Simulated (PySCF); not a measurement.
Mg⁺: ionisation energy

Mg⁺ [Ne] 3s1 (2S) → Mg²⁺ [Ne] (1S), as a difference of total energies. Computed with PySCF 2.14 in pcseg-2 (5s3p1d, 19 functions), with the non-relativistic Hamiltonian (point nucleus). The calculations carry no spin-orbit coupling.

```
method  ionisation energy (eV)  error (eV)
   UHF                  14.716      -0.319
  PBE0                  15.235      +0.200
 B3LYP                  15.485      +0.450
```

Reference: 15.035 eV (measured; NIST Atomic Spectra Database, ionization energies).
